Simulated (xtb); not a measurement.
xtb input:

```bash
xtb mol.xyz --gfn 2 --sp --chrg 0 --uhf 0
```
mol.xyz:
```
3

Be     0.00000000     0.00000000     0.00000000
F     -0.00000000    -0.00000000    -1.38116796
F      0.00000000     0.00000000     1.38116796
```

Q: What final total energy does it print?

A: -10.27658 Eh (GFN2-xTB).
